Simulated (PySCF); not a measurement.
Computed beside measured shifts: C13H13P

System: C13H13P (measured compound), SMILES CP(c1ccccc1)c1ccccc1.

Atom-mapped SMILES (hydrogens are numbered by the atom that bears them): [CH3:1][P:2]([c:3]1[cH:4][cH:5][cH:6][cH:7][cH:8]1)[c:9]1[cH:10][cH:11][cH:12][cH:13][cH:14]1

Level of theory: GIAO KT3/pcSseg-2, gas phase, PySCF SCF with an in-house response code, fitting set def2-universal-JFIT, grid level 2, non-relativistic, geometry: PBE0-D3(BJ)/def2-SVP.

One optimised conformer. Values are averaged over the atoms that symmetry or fast rotation interchanges, on this one geometry and without vibrational averaging. Shifts are the reference shielding less the shielding here, at the same level (13C, 1H against isolated TMS; 31P against isolated H3PO4); nuclei without a reference have shieldings only.

(1) What shifts does this level give for P2, and how do they compare with measurement?

Results:

(1) 
```csv
atom,nucleus,computed / ppm,measured / ppm,computed less measured,measured against,medium of the measurement
P2,31P,-30.9,-28,-2.9,85 % H3PO4,not stated
```

Computed 19F and 31P shifts carry an offset from the reference molecule (CFCl3 is hard for DFT, lone H3PO4 or PH3 isn't the 85 % acid), so differences between compounds are more accurate than the values.

Measured values: E. Pretsch, P. Bühlmann, M. Badertscher, Structure Determination of Organic Compounds, 4th ed., Springer 2009.
